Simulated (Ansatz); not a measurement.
Input for Ansatz (development build ahead of 0.2.0):

```yaml
crystal:
  periodic: [false, false, false]
  atoms:
    - { symbol: Fe, position_ang: [0.0, 0.0, 0.0] }
    - { symbol: C, position_ang: [0.0, 0.0, 1.59] }
basis:
  gaussian: { orbitals: def2-SVP }
magnetization:
  initial_magnetization: 2
hamiltonian:
  xc: pbe0
output:
  forces: true
```

The input is written out in the form of the current development build from the run's settings.

Results

```json
{
  "Converged": "yes",
  "Total energy": "-1301.11713 hartree",
  "Spin squared of the determinant": "2.000",
  "Stability test": "minimum among restricted orbitals"
}
```

Forces (eV/Å):
```csv
atom,Fx,Fy,Fz
Fe1,0.000,0.000,3.781
C2,0.000,0.000,-3.781
```

Caution: another spin multiplicity may lie lower; an unrestricted determinant lies well below.
